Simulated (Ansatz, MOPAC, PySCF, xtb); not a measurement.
Complex: H2S (SMILES S) (first 3 atoms) with CH6Si (SMILES C[SiH3]); geometry from B3LYP-D3(BJ)/def2-TZVP.
(charge 0, multiplicity 1):
| atom | x (Å) | y (Å) | z (Å) |
|---|---|---|---|
| S | -0.0090 | -0.5345 | 0.3055 |
| H | -0.0206 | -1.5721 | 1.1573 |
| H | -1.1468 | -0.0347 | 0.8134 |
| C | 1.1190 | 1.0767 | 3.8320 |
| Si | -0.3997 | 0.0436 | 4.1959 |
| H | 1.9776 | 0.7210 | 4.4044 |
| H | 0.9491 | 2.1230 | 4.0925 |
| H | 1.3659 | 1.0218 | 2.7709 |
| H | -0.1713 | -1.3791 | 3.8393 |
| H | -1.5676 | 0.5243 | 3.4159 |
| H | -0.7539 | 0.1041 | 5.6354 |

Monomers are frozen at their geometry in the pair; levels with a basis set take the counterpoise correction. Rows marked so take none.

Rows in 3-21G carry no dispersion term and start afresh at each structure. The state that PM7 reach isn't checked; PM7 holds dispersion and hydrogen-bond terms.

Run with Ansatz (a program for electronic structure); MOPAC for PM7 (differences of heats of formation); PySCF for 3-21G rows, the dispersion terms; xtb for the GFN methods. Values without a source in brackets are computed.

### Question
One of these levels gives -2.7 kJ/mol for the interaction energy. Name it.
A. revPBE-D4/def2-TZVPPD
B. HF/3-21G (no counterpoise)
C. PM7
D. GFN1-xTB

### Answer
B, HF/3-21G (no counterpoise). The others give 0.6 (PM7), -13.1 (GFN1-xTB), -6.9 (revPBE-D4/def2-TZVPPD)
